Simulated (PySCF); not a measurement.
B(Vi)(OH)2, SMILES OB(C=C)O (C2H5BO2), B3LYP/def2-SVP optimised geometry.

```
10

B     -0.89    -0.08     0.00
C      0.68    -0.08     0.00
C      1.42     1.05     0.01
H      1.22    -1.03     0.00
H      2.51     1.04     0.01
H      0.94     2.03     0.01
O     -1.55     1.11     0.00
H     -2.51     0.99     0.00
O     -1.63    -1.23     0.00
H     -1.10    -2.03     0.00
```

Density from PySCF with B3LYP/def2-TZVP at that geometry.

Minimum of the electron density along straight lines between bonded atoms, close to the bond critical point (lines longer than 1.1 times the sum of covalent radii, or with two minima, are not listed):

```json
[
 {"bond": "B1–C2", "length / Å": "1.569", "ρ at the minimum / e bohr⁻³": "…", "∇²ρ there / e bohr⁻⁵": "…", "position (fraction from the first atom)": "0.33"},
 {"bond": "C2–C3", "length / Å": "1.341", "ρ at the minimum / e bohr⁻³": "0.348", "∇²ρ there / e bohr⁻⁵": "-1.06", "position (fraction from the first atom)": "0.49"},
 {"bond": "C2–H4", "length / Å": "1.100", "ρ at the minimum / e bohr⁻³": "0.273", "∇²ρ there / e bohr⁻⁵": "-0.93", "position (fraction from the first atom)": "0.64"},
 {"bond": "C3–H5", "length / Å": "1.096", "ρ at the minimum / e bohr⁻³": "0.279", "∇²ρ there / e bohr⁻⁵": "-0.98", "position (fraction from the first atom)": "0.65"},
 {"bond": "C3–H6", "length / Å": "1.095", "ρ at the minimum / e bohr⁻³": "0.281", "∇²ρ there / e bohr⁻⁵": "-0.99", "position (fraction from the first atom)": "0.65"},
 {"bond": "B1–O7", "length / Å": "1.363", "ρ at the minimum / e bohr⁻³": "0.211", "∇²ρ there / e bohr⁻⁵": "0.88", "position (fraction from the first atom)": "0.33"},
 {"bond": "O7–H8", "length / Å": "0.966", "ρ at the minimum / e bohr⁻³": "0.355", "∇²ρ there / e bohr⁻⁵": "-2.39", "position (fraction from the first atom)": "0.80"},
 {"bond": "B1–O9", "length / Å": "1.372", "ρ at the minimum / e bohr⁻³": "0.205", "∇²ρ there / e bohr⁻⁵": "0.84", "position (fraction from the first atom)": "0.33"},
 {"bond": "O9–H10", "length / Å": "0.964", "ρ at the minimum / e bohr⁻³": "0.358", "∇²ρ there / e bohr⁻⁵": "-2.41", "position (fraction from the first atom)": "0.80"}
]
```

Question: Complete the blanks.

Answer: 
- B1–C2, ρ at the minimum / e bohr⁻³: 0.191
- B1–C2, ∇²ρ there / e bohr⁻⁵: -0.31
